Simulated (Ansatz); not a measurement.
The cluster V₃O₃⁺, relaxed as a singlet with RKS PBE-D4/def2-SVP in Ansatz, starting from the GFN1-xTB geometry. Force threshold 0.02 eV/Å.

The structure comes from a short search, and lower isomers may exist.

Start:

```xyz
6

V    -1.840   -0.097   -0.072
V     0.881   -1.147    1.076
V     1.166    1.322   -1.052
O     1.456    0.064    0.064
O    -0.793   -1.040    0.856
O    -0.871    0.897   -0.871
```

Estimate the energy that the relaxation releases and the steps that it takes.

363.2 kJ/mol, in 15 steps; 61 s on 4 threads of Intel Xeon on a shared host. No frequencies were taken in this run, so the end may be a saddle point.

Does the start keep its bonding and symmetry?

By distances, no bond broke or formed. The bond that changes most is V3–O6, from 2.09 to 1.72 Å (atoms count from 1). The end is the same structure that another start reached. Point group Cs at the start, Cs at the end, both within 0.05 Å.

Predict the relaxed structure.


Cartesian coordinates in Å:
```
V -1.1303 0.2957 0.3036
V 0.5981 -0.7807 1.1883
V 0.6184 1.2335 -0.6874
O 1.6462 -0.0346 -0.0188
O -0.8775 -1.5053 0.6770
O -0.8550 0.7914 -1.4626
```
Bond lengths (bridged metal pairs left out): 6 × O–V 1.72 to 1.86 Å.
